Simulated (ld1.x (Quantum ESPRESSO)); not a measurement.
# u(r) = r·R(r): atom against pseudo-atom (O)

Columns: radius, all-electron u(r) and pseudo u(r) of the 2p shell (level -9.04 eV) of oxygen in the configuration [He] 2s2 2p4; PBE, non-relativistic, PAW scheme, ld1.x (Quantum ESPRESSO) 7.5.

```json
{"r (bohr)": "0.103", "all-electron": "0.1082", "pseudo": "0.0110"}
{"r (bohr)": "0.205", "all-electron": "0.2998", "pseudo": "0.0430"}
{"r (bohr)": "0.308", "all-electron": "0.4843", "pseudo": "0.0940"}
{"r (bohr)": "0.410", "all-electron": "0.6295", "pseudo": "0.1594"}
{"r (bohr)": "0.513", "all-electron": "0.7346", "pseudo": "0.2357"}
{"r (bohr)": "0.615", "all-electron": "0.8011", "pseudo": "0.3161"}
{"r (bohr)": "0.718", "all-electron": "0.8362", "pseudo": "0.3968"}
{"r (bohr)": "0.820", "all-electron": "0.8461", "pseudo": "0.4709"}
{"r (bohr)": "0.923", "all-electron": "0.8377", "pseudo": "0.5356"}
{"r (bohr)": "1.025", "all-electron": "0.8164", "pseudo": "0.5862"}
{"r (bohr)": "1.128", "all-electron": "0.7862", "pseudo": "0.6217"}
{"r (bohr)": "1.230", "all-electron": "0.7507", "pseudo": "0.6408"}
{"r (bohr)": "1.332", "all-electron": "0.7120", "pseudo": "0.6444"}
{"r (bohr)": "1.435", "all-electron": "0.6715", "pseudo": "0.6342"}
{"r (bohr)": "1.538", "all-electron": "0.6306", "pseudo": "0.6129"}
{"r (bohr)": "1.640", "all-electron": "0.5907", "pseudo": "0.5838"}
{"r (bohr)": "1.743", "all-electron": "0.5515", "pseudo": "0.5496"}
{"r (bohr)": "1.845", "all-electron": "0.5141", "pseudo": "0.5139"}
{"r (bohr)": "1.948", "all-electron": "0.4782", "pseudo": "0.4782"}
{"r (bohr)": "2.050", "all-electron": "0.4445", "pseudo": "0.4445"}
{"r (bohr)": "2.153", "all-electron": "0.4124", "pseudo": "0.4124"}
{"r (bohr)": "2.255", "all-electron": "0.3825", "pseudo": "0.3825"}
{"r (bohr)": "2.358", "all-electron": "0.3543", "pseudo": "0.3543"}
{"r (bohr)": "2.460", "all-electron": "0.3282", "pseudo": "0.3282"}
{"r (bohr)": "2.562", "all-electron": "0.3039", "pseudo": "0.3039"}
{"r (bohr)": "2.665", "all-electron": "0.2811", "pseudo": "0.2811"}
```

Question: How many radial nodes do the two functions have?

Answer: The all-electron 2p function has n − l − 1 = 0; the pseudo-wave has 0.

Question: At about which radius was the pseudo-wave matched?

Answer: 2.05 bohr. The columns agree to 0.0005 from 1.84 bohr on; several derivatives are matched, so the curves merge somewhat inside the radius.

Question: Where does each function peak?

Answer: Outermost all-electron maximum near 0.82 bohr, pseudo maximum near 1.33 bohr (to the table’s step).

Question: Is the pseudo-wave norm-conserving?

Answer: No, it belongs to a PAW set: the norm inside the radius is not constrained, and the difference is carried by the augmentation charge.
